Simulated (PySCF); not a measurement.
Cycloheptane, C7H14.
SMILES with atom numbers: `[CH2:1]1[CH2:2][CH2:3][CH2:4][CH2:5][CH2:6][CH2:7]1` (hydrogens: H8, H9 on C1; H10, H11 on C2; H12, H13 on C3; H14, H15 on C4; H16, H17 on C5; H18, H19 on C6; H20, H21 on C7)

The same species was optimised twice, with GFN2-xTB and with PBE0-D3(BJ)/def2-SVP (PySCF), and the same property calculations (PySCF, gas phase) were run on both structures.

| coordinate | GFN2-xTB | PBE0-D3(BJ)/def2-SVP | change |
| --- | --- | --- | --- |
| C4–C5 (Å) | 1.526 | 1.525 | -0.001 |
| C1–C7 (Å) | 1.531 | 1.531 | 0.000 |
| C3–C4 (Å) | 1.528 | 1.528 | 0.000 |
| C2–C3 (Å) | 1.530 | 1.530 | 0.000 |
| C1–C2 (Å) | 1.531 | 1.531 | 0.000 |
| C5–C6 (Å) | 1.528 | 1.528 | 0.000 |
| C6–C7 (Å) | 1.530 | 1.530 | 0.000 |
| C3–C4–C5 (°) | 114.6 | 116.4 | +1.8 |
| C4–C5–C6 (°) | 114.6 | 116.3 | +1.7 |
| C1–C2–C3 (°) | 114.9 | 116.3 | +1.4 |
| C1–C7–C6 (°) | 114.9 | 116.3 | +1.4 |
| C2–C1–C7 (°) | 115.4 | 116.4 | +1.0 |
| C5–C6–C7 (°) | 112.7 | 113.6 | +0.9 |
| C2–C3–C4 (°) | 112.8 | 113.6 | +0.8 |

Rotational constants: A = 3220, B = 2872, C = 1755 MHz (GFN2-xTB) against A = 3150, B = 2862, C = 1723 MHz (PBE0-D3(BJ)/def2-SVP). Point groups within 0.08 Å: C2 and C2.

On the GFN2-xTB structure: HOMO (eV) -8.47 [PBE0/pcSseg-1]; LUMO (eV) 1.44 [PBE0/pcSseg-1]; dipole (D) 0.00 [PBE0/pcSseg-1]; GIAO shielding of C1 (×7) (mean) (ppm) 155.3 [PBE0/pcSseg-1].

Q: What do these properties become on the PBE0-D3(BJ)/def2-SVP structure?

A: 
| property | level | on GFN2-xTB | on PBE0-D3(BJ)/def2-SVP | change |
| --- | --- | --- | --- | --- |
| HOMO (eV) | PBE0/pcSseg-1 | -8.47 | -8.49 | -0.02 |
| LUMO (eV) | PBE0/pcSseg-1 | 1.44 | 1.36 | -0.08 |
| dipole (D) | PBE0/pcSseg-1 | 0.00 | 0.00 | 0.00 |
| energy, GFN2-xTB geometry as zero (kcal/mol) | PBE0/pcSseg-1 | 0.0 | -0.9 | -0.9 |
| GIAO shielding of C1 (×7) (mean) (ppm) | PBE0/pcSseg-1 | 155.3 | 153.9 | -1.4 |

The heavy atoms differ by 0.023 Å rms after alignment. Among bonds between heavy atoms C1–C2, C1–C7, C2–C3, C3–C4, C4–C5, C5–C6 and C6–C7 change most and about equally (-0.001 to 0.000 Å). Changes are differences of the printed values. Neither structure is proved a minimum here.
